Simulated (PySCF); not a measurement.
C2H8GeN2. Atoms are numbered in the order given.

```xyz
13

Ge     0.1430     0.0213    -0.3393
N      1.4539    -1.2647    -0.2482
N      0.9708     1.6710    -0.4802
C     -1.0249    -0.2249     1.2067
C     -2.3413    -0.4320     1.0840
H     -0.7079    -0.1116    -1.6195
H      1.6175    -1.6570     0.6757
H      2.3423    -1.0025    -0.6701
H      1.4495     1.9856     0.3627
H      0.3627     2.4227    -0.8026
H     -0.5902    -0.1739     2.2144
H     -2.8250    -0.4914     0.1015
H     -3.0010    -0.5553     1.9511
```
Charge 0, spin multiplicity 1.

Geometry: B3LYP-D3(BJ)/def2-SVP. Other conformers were not sampled.

Computed with M06-2X/def2-TZVP (PySCF).

ESP charges are fitted to the potential on shells at 1.4 to 2.0 van der Waals radii. Atomic charges (e):

```tsv
atom	ESP fit	meta-Löwdin	Mulliken
Ge1	0.98	0.96	0.61
N2	-1.06	-0.75	-0.73
N3	-1.02	-0.75	-0.73
C4	-0.46	-0.37	-0.31
C5	-0.29	-0.21	-0.23
H6	-0.12	-0.12	0.00
H7	0.37	0.22	0.25
H8	0.39	0.23	0.25
H9	0.35	0.22	0.24
H10	0.34	0.22	0.25
H11	0.20	0.11	0.14
H12	0.14	0.11	0.13
H13	0.17	0.12	0.13
```
